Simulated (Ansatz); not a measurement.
Ansatz (a program for electronic structure) input (CCSD(T)/def2-SVPD):

Ansatz 0.2 input:
```yaml
crystal:
  periodic: [false, false, false]
  atoms:
    - {symbol: Sb, position_ang: [0.00020347, -0.00057521, 0.05360724]}
    - {symbol: H, position_ang: [-0.91134945, -1.07727245, -0.91954118]}
    - {symbol: H, position_ang: [-0.49094307, 1.33948235, -0.89520480]}
    - {symbol: H, position_ang: [1.39191538, -0.23287408, -0.91922302]}
basis:
  gaussian:
    orbitals: def2-SVPD
magnetization: {spin_polarized: false}
correlation: {method: ccsd_t, electrons: outside_noble_gas}
output: {forces: true}
```

End of the output:

```
integrals: 0.03 GiB planned
652 factors; integrals over basis functions are off by at most 3.4e-4 eV
mean field: 0.11 GiB planned
mean field evaluation 1: about -6556.7319 eV, gradient 7.5e0 eV
mean field evaluation 2: about -6556.7351 eV, gradient 7.5e0 eV
mean field evaluation 4: about -6557.1059 eV, gradient 4.9e-1 eV
mean field evaluation 8: about -6557.1076 eV, gradient 3.3e-4 eV
mean field evaluation 16: about -6557.1076 eV, gradient 2.8e-6 eV
mean field -6557.10762881 eV, -240.9692607916 hartree, gradient 2.8e-6 eV, S^2 0.000000; 0 other end points of the search recorded, 0 dependent functions left out
9 core orbitals not correlated
reference -6557.10762881 eV, -240.9692607916 hartree; 4, 4 occupied and 43, 43 virtual orbitals, 652 factors
densities: 0.12 GiB planned
second order -3.14210136 eV of doubles, -0.00000000 eV of singles
coupled cluster: 0.10 GiB planned
cycle   1  -3.69580634 eV  change   -5.5e-1 eV  update   6.2e-2
cycle   2  -3.91331224 eV  change   -2.2e-1 eV  update   2.3e-2
cycle   3  -3.92357432 eV  change   -1.0e-2 eV  update   6.3e-3
cycle   4  -3.92293805 eV  change    6.4e-4 eV  update   2.2e-3
cycle   5  -3.92270224 eV  change    2.4e-4 eV  update   6.2e-4
cycle   6  -3.92262182 eV  change    8.0e-5 eV  update   1.6e-4
cycle   7  -3.92264936 eV  change   -2.8e-5 eV  update   5.2e-5
cycle   8  -3.92265469 eV  change   -5.3e-6 eV  update   1.6e-5
cycle   9  -3.92264928 eV  change    5.4e-6 eV  update   3.1e-6
perturbative correction -0.09738385 eV, -0.0035787905 hartree
the calculation of the forces begins
Total energy: -6561.12766194 eV, -241.1169942841 hartree
Atom 0 at     0.000203    -0.000575     0.053607 Å, force     0.000633    -0.001788     0.166660 eV/Å
Atom 1 at    -0.911349    -1.077272    -0.919541 Å, force    -0.062545    -0.074039    -0.056118 eV/Å
Atom 2 at    -0.490943     1.339482    -0.895205 Å, force    -0.033681     0.091890    -0.054447 eV/Å
Atom 3 at     1.391915    -0.232874    -0.919223 Å, force     0.095592    -0.016064    -0.056096 eV/Å
Dipole moment:     0.000282    -0.000797     0.074235 e Å
```
